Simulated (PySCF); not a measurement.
Computed properties of AlH2Br, SMILES [AlH2][Br]

AlH₂Br, SMILES [AlH2][Br]. The structure is a stationary point at B3LYP-D3(BJ)/def2-TZVP. Other conformers were not sampled. All values are computed for the isolated molecule unless a solvent is named; none is compared with measurement here.

**Structure.** The optimised structure has C2v symmetry. All 6 harmonic modes at B3LYP-D3(BJ)/def2-TZVP (PySCF) are real, so it is a minimum.

**Vibrations.** The strongest infrared lines (harmonic, unscaled, degenerate partners summed) lie at 782 cm⁻¹ (313 km/mol, H 95 %), 1984 cm⁻¹ (209 km/mol, H 94 %), 592 cm⁻¹ (181 km/mol, H 88 %, Al 12 %). The softest mode is at 406 cm⁻¹ and the zero-point energy is 8.9 kcal/mol.

**Electronic structure.** B3LYP/def2-TZVPD (PySCF) places the frontier levels at -8.05 and -1.98 eV, a gap of 6.07 eV, and gives a dipole moment of 1.28 D and a mean polarisability of 51.4 bohr³.

**Excitations.** TDA-PBE0/def2-TZVPD (PySCF) has S1 at 5.11 eV (243 nm, f = 0.000, dark); the most intense of the 10 singlets computed lies at 7.21 eV (f = 0.08). T1 (TDA) is at 4.79 eV, 0.32 eV under S1. No vertical singlet excitation falls in the visible range (under 3.1 eV).

**NMR.** GIAO shifts at KT2/pcSseg-2 (PySCF) (non-relativistic, atoms alike by connectivity averaged): ¹H at 5.7 ppm against TMS. Without spin–orbit terms, shifts of atoms bonded to Cl or Br come out too high.
